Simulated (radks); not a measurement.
Values are calculated unless marked as measured or tabulated.
The selenium ion Se32+, configuration [He]. Code: a radial shooting solver on a logarithmic mesh with Libxc functionals. Model: Dirac Kohn-Sham, exchange-only PBE, spin-unpolarised, spherical densities, finite nucleus; Fermi nuclear charge, rms radius 4.14 fm.

Radial electron density D(r) = 4 pi r^2 rho(r):

```
   r/bohr * D(r) (the largest magnitude, 36.8, reaches the edge; | marks zero)
 0.003129 |   *
 0.003389 |    *
 0.003642 |     *
 0.003946 |     *
  0.00424 |      *
 0.004593 |       *
 0.004936 |        *
 0.005348 |         *
 0.005747 |           *
 0.006176 |            *
  0.00669 |              *
  0.00719 |               *
 0.007788 |                 *
  0.00837 |                   *
 0.009067 |                     *
 0.009744 |                       *
  0.01056 |                          *
  0.01134 |                            *
  0.01219 |                               *
  0.01321 |                                  *
  0.01419 |                                     *
  0.01537 |                                       *
  0.01652 |                                          *
   0.0179 |                                             *
  0.01923 |                                               *
  0.02083 |                                                 *
  0.02239 |                                                   *
  0.02406 |                                                    *
  0.02607 |                                                      *
  0.02801 |                                                      *
  0.03035 |                                                      *
  0.03261 |                                                     *
  0.03533 |                                                    *
  0.03796 |                                                  *
  0.04113 |                                               *
   0.0442 |                                            *
   0.0475 |                                        *
  0.05145 |                                    *
  0.05529 |                                *
   0.0599 |                           *
  0.06437 |                       *
  0.06973 |                  *
  0.07494 |               *
  0.08118 |           *
  0.08724 |        *
  0.09375 |      *
   0.1016 |    *
   0.1091 |  *
   0.1182 | *
   0.1271 |*
   0.1376 |*
   0.1479 *
   0.1602 *
   0.1722 *
```

D(r) has 1 maximum, at r = 0.0287 bohr.
